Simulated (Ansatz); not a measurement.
Program: Ansatz. Geometries: PBE0-D4/def2-TZVP. ΔE: electronic, gas phase. CCSD(T)/CBS adds triple-zeta CCSD(T) − MP2 to the extrapolated MP2 energy (def2 sets, frozen cores). This one scheme is used for every species. Functionals use def2-TZVPP. B3LYP here is the variant with VWN-RPA as its local correlation; programs differ in this. def2 core potentials past Kr. For Zr outer-core shells are correlated without core-valence functions, which leaves a few kJ/mol of doubt a bond. Each species was taken in one conformer, which may not be the lowest.

Reaction (ligand exchange at a Zr–F bond): `[NH2][Zr]([NH2])([NH2])[F]` + NH₃ → `[NH2][Zr]([NH2])([NH2])[NH2]` + H–F

CCSD(T)/CBS gives +29.4 kcal/mol.

**Question.** Another level gave +33.2 kcal/mol. Which?
A. B3LYP/def2-TZVPP
B. CCSD(T)/def2-TZVPP
C. PBE0-D4/def2-TZVPP
D. r2SCAN0/def2-TZVPP

**Answer.** A. B3LYP 33.2, CCSD(T)/def2-TZVPP 29.6, r2SCAN0 32.1, PBE0-D4 30.9 kcal/mol.

Largest T1 diagnostic among the species: 0.016.

From r2SCAN to r2SCAN0 (25 % exact exchange), in def2-TZVPP and without D4, ΔE moves by −1.0 kcal/mol. The D4 term adds −1.5 kcal/mol with B3LYP and −0.9 kcal/mol with PBE0; it sums over pairs of atoms, weighted by their polarisabilities, and B3LYP, whose exchange is more repulsive, gets the larger term.
